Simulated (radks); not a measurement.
Ru7+, 37 electrons, occupied as [Kr] 4d1. Calculated with a radial shooting solver on a logarithmic mesh with Libxc functionals: scalar-relativistic Kohn-Sham, BLYP, spin-polarised, spherical densities, finite nucleus; open shells are filled with parallel spins first (spin-orbit coupling, left out, can overturn this in heavy ions); Fermi nuclear charge, rms radius 4.4809 fm. Some entries of the table are withheld. Estimate them.

| orbital | occ. | eigenvalue (eV) | <r^2> (bohr^2) |
|---|---|---|---|
| 1s down | 1 | -22054.35 | 0.001510 |
| 1s up | 1 | -22054.34 | 0.001510 |
| 2s up | 1 | -3269.615 | 0.02501 |
| 2s down | 1 | -3269.384 | 0.02501 |
| 2p up | 3 | -2940.636 | 0.01968 |
| 2p down | 3 | -2940.461 | 0.01968 |
| 3s up | 1 | -667.8808 | 0.1853 |
| 3s down | 1 | -667.7587 | 0.1852 |
| 3p up | 3 | -559.8115 | 0.1883 |
| 3p down | 3 | -559.6724 | 0.1882 |
| 3d up | 5 | -386.1187 | (1) |
| 3d down | 5 | -385.9043 | (2) |
| 4s up | 1 | -181.9918 | (3) |
| 4s down | 1 | -180.8681 | (4) |
| 4p up | 3 | -150.0533 | 1.244 |
| 4p down | 3 | -148.8761 | 1.243 |
| 4d up | 1 | -102.1187 | 1.717 |
| 4d down | 0 | -100.9285 | 1.724 |

Answer. 
(1) 3d up <r^2> (bohr^2): 0.1754
(2) 3d down <r^2> (bohr^2): 0.1753
(3) 4s up <r^2> (bohr^2): 1.072
(4) 4s down <r^2> (bohr^2): 1.070
